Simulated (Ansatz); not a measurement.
`[OH][Ge]([F])([F])[F]` + NH₃ → `[NH2][Ge]([F])([F])[F]` + H₂O at 500 K and 1 bar (ligand exchange at a Ge–O bond).

Gas-phase electronic energies from Ansatz, PBE0-D4/def2-TZVP geometries. CCSD(T)/CBS is the MP2 limit (def2-TZVPP, def2-QZVPP) plus CCSD(T) − MP2 in def2-TZVPP, frozen cores. This one scheme is used for every species. For Ge outer-core shells are correlated without core-valence functions, which leaves a few kJ/mol of doubt a bond. Scalar relativity is left out up to krypton. One conformer a species, not always the lowest.

```tsv
species	CCSD(T)/CBS energy (Eh)	H − E (kJ/mol)	S (J/(mol·K))
`[OH][Ge]([F])([F])[F]`	-2451.40975	95.0	392.6
NH₃	-56.50880	108.2	211.8
`[NH2][Ge]([F])([F])[F]`	-2431.53610	129.3	400.1
H₂O	-76.37941	73.2	206.3
```

H − E and S are ideal-gas, rigid-rotor, harmonic terms from PBE0-D4/def2-TZVP, for one conformer and one mirror image of each species. 1 Eh = 2625.50 kJ/mol, R = 8.31446 J/(mol·K).

Problem. By hand: ΔE, ΔH, ΔS and ΔG.

Solution. ΔE = (-2431.53610) + (-76.37941) − (-2451.40975) − (-56.50880) = 0.00304 Eh = 8.0 kJ/mol. Δ(H − E) = 129.3 + 73.2 − 95.0 − 108.2 = -0.7, so ΔH = 7.3 kJ/mol. ΔS = 400.1 + 206.3 − 392.6 − 211.8 = 2.0 J/(mol·K). ΔG = 7.3 − 500 × (2.0)/1000 = 6.3 kJ/mol.

Problem. By hand: the equilibrium constant, and the temperature at which ΔG would vanish if ΔH and ΔS stayed fixed.

Solution. log₁₀ K = −ΔG/(RT ln 10) = -0.7. ΔG = 0 at ΔH/ΔS = 3650 K, far beyond where these terms or the molecules hold.

The number of gas molecules stays the same, so ΔS is small and ΔH decides. A doubt of 5 kJ/mol in ΔE shifts log₁₀ K by 0.5 here. Other conformers and mirror images would add mixing entropy, several J/(mol·K) or more a flexible species. These are equilibria of isolated gas molecules and say nothing of rates. Largest T1 diagnostic: 0.012 (customary marks: 0.02 for closed shells, 0.045 for open ones).
